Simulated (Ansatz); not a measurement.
`[OH][Ti]([OH])([OH])[Cl]` + `F[SiH](Cl)[SiH2][SiH3]` → `[OH][Ti]([OH])([Cl])[Cl]` + `O[SiH](F)[SiH2][SiH3]`  (redistribution)

Isolated molecules relaxed with PBE0-D4/def2-TZVP in Ansatz; ΔE leaves out vibrations. CCSD(T)/CBS adds triple-zeta CCSD(T) − MP2 to the extrapolated MP2 energy (def2 sets, frozen cores). For Ti outer-core shells are correlated without core-valence functions, which leaves a few kJ/mol of doubt a bond. Scalar relativity is left out up to krypton. Each species was taken in one conformer, which may not be the lowest.

`[OH][Ti]([OH])([OH])[Cl]`:

Cartesian coordinates in Å:
```
O 1.668 -0.368 -0.009
Ti -0.041 0.065 0.231
O -0.220 1.825 -0.013
O -1.095 -0.798 -0.917
Cl -0.630 -0.515 2.291
H 2.252 -1.025 0.372
H -0.949 2.316 -0.397
H -0.984 -1.500 -1.558
```

`F[SiH](Cl)[SiH2][SiH3]`:

Z-matrix (Å, degrees):
```
Si
Cl 1 2.048
Si 1 2.337 2 110.6
F 1 1.598 2 107.8 3 -119.4
H 1 1.482 2 107.3 3 125.6
Si 3 2.340 1 110.0 2 -173.3
H 3 1.488 1 108.6 2 -51.5
H 3 1.489 1 107.3 2 66.4
H 6 1.486 3 109.6 1 62.9
H 6 1.487 3 110.5 1 -176.6
H 6 1.487 3 109.3 1 -56.6
```

`[OH][Ti]([OH])([Cl])[Cl]`:

Z-matrix (Å, degrees):
```
Ti
O 1 1.768
Cl 1 2.199 2 110.2
O 1 1.759 2 109.1 3 119.8
Cl 1 2.199 2 110.2 3 -120.4
H 2 0.959 1 133.7 3 -120.0
H 4 0.958 1 142.0 2 -179.9
```

`O[SiH](F)[SiH2][SiH3]`:

Z-matrix (Å, degrees):
```
Si
F 1 1.604
Si 1 2.346 2 106.4
O 1 1.636 2 110.1 3 -123.1
H 1 1.480 2 107.3 3 122.8
Si 3 2.339 1 110.9 2 49.1
H 3 1.490 1 108.8 2 170.7
H 3 1.492 1 108.8 2 -71.9
H 4 0.958 1 118.6 2 72.9
H 6 1.488 3 109.5 1 56.6
H 6 1.486 3 109.7 1 -62.9
H 6 1.487 3 110.8 1 176.5
```

```csv
species,CCSD(T)/def2-TZVPP energy (Eh)
`[OH][Ti]([OH])([OH])[Cl]`,-1536.01571
`F[SiH](Cl)[SiH2][SiH3]`,-1430.34547
`[OH][Ti]([OH])([Cl])[Cl]`,-1920.02073
`O[SiH](F)[SiH2][SiH3]`,-1046.35368
```

Question: Work out ΔE.

Answer: ΔE = (-1920.02073) + (-1046.35368) − (-1536.01571) − (-1430.34547) = -0.01323 Eh = -34.7 kJ/mol. CCSD(T)/CBS gives -33.5 kJ/mol.

Largest T1 diagnostic among the species: 0.024, so the coupled-cluster value is less sure than usual.
